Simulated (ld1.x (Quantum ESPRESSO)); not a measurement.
# Transferability test, PAW potential for Cl

- Element: chlorine
- Generator: ld1.x (Quantum ESPRESSO) 7.5
- Type: PAW
- Functional: LDA (PZ)
- Relativity: scalar-relativistic
- Frozen core: [Ne]
- Valence charge: 7
- Reference configuration: 3s2 3p3.5 (charge +1.5)
- Partial waves: 3s (bound): rcut 1.00, rcutus 1.10 bohr; 3s channel at -2.2 Ry: rcut 1.00, rcutus 1.10 bohr; 3p (bound): rcut 1.05, rcutus 1.35 bohr; 3p channel at -0.75 Ry: rcut 1.05, rcutus 1.35 bohr
- Local potential: all-electron potential smoothed inside 1.25 bohr (lloc = -1)
- Core correction: a·sin(br)/r model core inside 0.70 bohr
- Augmentation charge: PSQ, inside the norm-conserving radii

Energies are relative to the spin-unpolarised reference configuration 3s2 3p3.5; without spin polarisation the order of configurations can differ from experiment. Spin-polarised rows fill each open shell by Hund’s rule, majority spin first.

Question: Give the all-electron excitation energy and the error of the potential for: 3s2 3p5; 3s2 3p4; 3s2 3p3; 3s1 3p6; 3s2 3p5.3; 3s2 3p1; 3s1 3p5; 3s2 3p3.5 (spin-polarised); 3s2 3p5 (spin-polarised).

Answer:

```tsv
valence configuration	charge	ΔE all-electron (eV)	error AE − PS (meV)
3s2 3p5	0	-25.203	+0.3
3s2 3p4	+1	-11.232	+0.5
3s2 3p3	+2	14.296	-2.1
3s1 3p6	0	-13.155	+0.3
3s2 3p5.3	-0.3	-27.376	+0.3
3s2 3p1	+4	105.062	-68
3s1 3p5	+1	1.362	+0.3
3s2 3p3.5 (spin-polarised)	+1.5	-1.503	-1.4
3s2 3p5 (spin-polarised)	0	-25.389	+0.2
```

Levels in the configuration 3s2 3p1:

| level | all-electron (eV) | pseudo (eV) |
| --- | --- | --- |
| 3s | -73.798 | -73.870 |
| 3p | -59.690 | -59.764 |

Note: ghost state, extra bound levels that the all-electron valence spectrum of the same l lacks: s at -79.1 eV. A true bound ghost makes a file unfit for plane-wave use.
